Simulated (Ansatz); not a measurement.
Cost and result for the atomization energy of AlH₇OSi₂ (`[SiH3][O][AlH][SiH3]`) (11 atoms, 10 bonds).

Z-matrix (Å, degrees):
```
Si
O 1 1.625
H 1 1.489 2 110.7
H 1 1.487 2 109.8 3 120.0
H 1 1.487 2 109.9 3 -120.1
Al 2 1.686 1 164.5 3 -3.5
Si 6 2.452 2 118.0 1 -3.0
H 6 1.583 2 116.8 1 177.7
H 7 1.491 6 111.5 2 140.2
H 7 1.490 6 112.2 2 18.9
H 7 1.492 6 110.3 2 -101.0
```

The species carries charge 0 and has multiplicity 1. Geometry: relaxed with PBE0-D4/def2-TZVP. It is one conformer, not always the lowest. Program: Ansatz. All runs use 4 threads of an Arm Neoverse V2 on a shared host. Times are those of one run each, without the atoms' runs, and a repeat can differ threefold. Electronic energies, without spin–orbit coupling; frozen cores. CCSD(T)/CBS adds CCSD(T) − MP2 in def2-TZVPP to the MP2 limit, and its time is that of the two runs behind it. T1 = 0.013. B3LYP takes the VWN-RPA correlation (the form of Gaussian; ORCA's B3LYP/G).

CCSD(T)/CBS is a level of theory with its own doubt, some kJ/mol a heavy atom from the limit and from the frozen cores, so smaller differences don't rank the functionals.

```json
{"level": "PBE-D4/def2-TZVPP (with forces)", "functions": "255", "wall time": "1.9 s"}
{"level": "PBE0-D4/def2-TZVPP", "functions": "255", "wall time": "2.4 s"}
{"level": "B3LYP-D4/def2-TZVPP (with forces)", "functions": "255", "wall time": "3.7 s"}
{"level": "r2SCAN-D4/def2-TZVPP (with forces)", "functions": "255", "wall time": "3.8 s"}
{"level": "B2PLYP/def2-TZVPP", "functions": "255", "wall time": "4 s"}
{"level": "ωB97X-V/def2-TZVPP", "functions": "255", "wall time": "6.5 s"}
{"level": "ωB97M-V/def2-TZVPP (with forces)", "functions": "255", "wall time": "9 s"}
{"level": "MP2/def2-QZVPP", "functions": "477", "wall time": "15 s"}
{"level": "CCSD(T)/def2-TZVPP", "functions": "255", "wall time": "68 s"}
{"level": "CCSD(T)/CBS(def2)", "functions": "–", "wall time": "82 s"}
```

**Question.** What atomization energy does each give, and how far from CCSD(T)/CBS? (An estimate is asked.)

**Answer.** Computed: 
| level | atomization (kcal/mol) | difference from CCSD(T)/CBS | per bond |
| --- | --- | --- | --- |
| PBE-D4/def2-TZVPP (with forces) | 800.0 | -17.1 | -1.7 |
| PBE0-D4/def2-TZVPP | 796.8 | -20.3 | -2.0 |
| B3LYP-D4/def2-TZVPP (with forces) | 811.3 | -5.8 | -0.6 |
| r2SCAN-D4/def2-TZVPP (with forces) | 812.7 | -4.4 | -0.4 |
| B2PLYP/def2-TZVPP | 802.5 | -14.6 | -1.5 |
| ωB97X-V/def2-TZVPP | 820.0 | 2.9 | 0.3 |
| ωB97M-V/def2-TZVPP (with forces) | 813.1 | -4.0 | -0.4 |
| MP2/def2-QZVPP | 808.3 | -8.8 | -0.9 |
| CCSD(T)/def2-TZVPP | 795.6 | -21.5 | -2.2 |
| CCSD(T)/CBS(def2) | 817.1 | 0.0 | 0.0 |

From PBE to PBE0 (25 % exact exchange), in def2-TZVPP and without D4, the atomization energy moves by −2.5 kcal/mol: exact exchange takes away binding that semilocal exchange gives to molecules. In def2-TZVPP, CCSD(T) changes the Hartree–Fock value by +173.9 kcal/mol (the triples alone add +7.0 kcal/mol) and MP2 by +173.5 kcal/mol; breaking electron pairs costs correlation energy, which Hartree–Fock lacks. The D4 term adds +8.2 kcal/mol with B3LYP and +4.4 kcal/mol with PBE0; it sums over pairs of atoms, weighted by their polarisabilities, and B3LYP, whose exchange is more repulsive, gets the larger term.
